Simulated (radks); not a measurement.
Task: Ionisation of neutral manganese, [Ar] 3d5 4s2, to [Ar] 3d5 4s1 as the strength of local exchange is varied. Method: non-relativistic Kohn-Sham, Slater X-alpha exchange (alpha = 2/3 is LDA exchange), no correlation, spin-polarised, spherical densities, point nucleus; open shells are filled with parallel spins first; computed with a radial shooting solver on a logarithmic mesh with Libxc functionals.

alpha  E(Mn) (hartree)  exchange (hartree)  IE (eV)  -e of the level emptied (eV)  <r> of it (bohr)
0.619      -1143.19040           -43.99012    5.808                    3.270 (4s)             3.515
0.667      -1146.60682           -47.54665    5.996                    3.485 (4s)             3.478
0.695      -1148.60455           -49.63076    6.108                    3.613 (4s)             3.457
0.719      -1150.31972           -51.42267    6.207                    3.726 (4s)             3.439
0.84       -1159.00662           -60.53442    6.725                    4.322 (4s)             3.347
1.018      -1171.90507           -74.17188    7.554                    5.281 (4s)             3.215
x          -1144.68379           -45.54358    5.889                    3.363 (4s)             3.499

Which alpha was used in the last row?

Result: alpha = 0.64. NIST Atomic Spectra Database: 7.434 eV (measured). The Delta-SCF value meets it near alpha = 0.99. Open shells are spherical and high-spin; term and fine-structure splittings are not resolved.
